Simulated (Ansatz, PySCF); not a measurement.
Pair of molecules: stibine (SMILES [SbH3]) (first 4 atoms) with stibine (SMILES [SbH3]); geometry from B3LYP-D3(BJ)/def2-TZVP, rigid monomers moved along the line of their centres of mass till Sb1···Sb5 is 6.13 Å.
(charge 0, multiplicity 1):
```xyz
8

Sb     0.345    -0.322    -0.420
H      1.607    -0.271     0.738
H     -0.448    -1.570     0.446
H     -0.533     0.878     0.431
Sb    -0.787     0.034     5.592
H     -0.381     1.639     5.153
H     -1.426     0.564     7.095
H     -2.323     0.168     4.845
```

Interaction energies are E(AB) − E(A) − E(B) at the monomers' geometry in the complex; basis-set methods are counterpoise corrected.

Frozen-core correlation. Filled d and f shells under p-block atoms count as core. CBS: X⁻³ extrapolation of the correlation energy, Hartree–Fock from the larger set.

The values were computed with Ansatz (a quantum-chemistry and plane-wave program) with Gaussian orbitals; PySCF for the dispersion terms.  In def2 rows elements past Kr take small-core potentials, without spin–orbit coupling.

PBE/def2-TZVPPD gives -0.15 kcal/mol for the interaction energy.

Question: Where do these levels fall relative to PBE: PBE-D3(BJ)/def2-TZVPPD, r2SCAN/def2-TZVPPD, PBE0/def2-TZVPPD, wB97M-V/def2-TZVPPD, MP2/CBS(def2-SVPD, def2-TZVPPD), CCSD(T)/CBS(def2-SVPD, def2-TZVPPD).

Answer: PBE-D3(BJ)/def2-TZVPPD -0.27; r2SCAN/def2-TZVPPD 0.02; PBE0/def2-TZVPPD 0.03; wB97M-V/def2-TZVPPD -0.16; MP2/CBS(def2-SVPD, def2-TZVPPD) -0.18; CCSD(T)/CBS(def2-SVPD, def2-TZVPPD) -0.15 kcal/mol. 2 of 6 lie above PBE; the widest gap is to PBE-D3(BJ)/def2-TZVPPD.
